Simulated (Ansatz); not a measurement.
Pulling on the Be1–H2 bond in BeH2Se (SMILES [BeH][SeH]) (multiplicity 1 held, fragments rigid). Energies count from the point at 1.326 Å.
Geometry at that point (charge 0, multiplicity 1):
```xyz
4

Be    -0.6897    -0.7607    -1.4180
H     -1.2093    -1.3411    -2.4906
Se     0.0918     0.1603     0.2240
H      0.8465    -1.0648     0.5466
```

Signs of static correlation in aug-cc-pVDZ, with CASSCF(2,2), from Ansatz (a first-principles code) runs.

```csv
R (Å),T1 of restricted CCSD,⟨S²⟩ of UHF,largest double amplitude of restricted CCSD,weight of the CASSCF reference in MRCISD,CASSCF natural occupations
1.061,0.012,0.000,0.034,0.912,1.99 0.01
1.193,0.012,0.000,0.031,0.912,1.99 0.01
1.326,0.012,0.000,0.037,0.912,1.98 0.02
1.458,0.013,0.000,0.038,0.912,1.97 0.03
1.591,0.013,0.000,0.038,0.912,1.97 0.03
1.790,0.014,0.000,0.038,0.912,1.95 0.05
1.988,0.015,0.000,0.037,0.912,1.92 0.08
2.320,0.020,0.455,0.091,0.913,1.85 0.15
2.651,0.030,0.756,0.193,0.913,1.74 0.26
3.049,0.049,0.908,(withheld),0.914,1.56 0.44
3.579,0.079,0.976,(withheld),0.914,1.34 0.66
4.242,0.108,0.997,0.847,0.914,1.15 0.85
```

Q: Some entries are withheld; supply them.

A: 
- 3.049, largest double amplitude of restricted CCSD: 0.384
- 3.579, largest double amplitude of restricted CCSD: 0.616

Doubts at one or more of the structures used: a restricted determinant that unrestricted orbitals would lower (R-CCSD(T)/aug-cc-pVDZ); other coupled-cluster roots lie near (R-CCSD(T)/aug-cc-pVDZ); T1 above 0.05 (R-CCSD(T)/aug-cc-pVDZ, U-CCSD(T)/aug-cc-pVDZ); a spin-contaminated determinant (U-CCSD(T)/aug-cc-pVDZ).
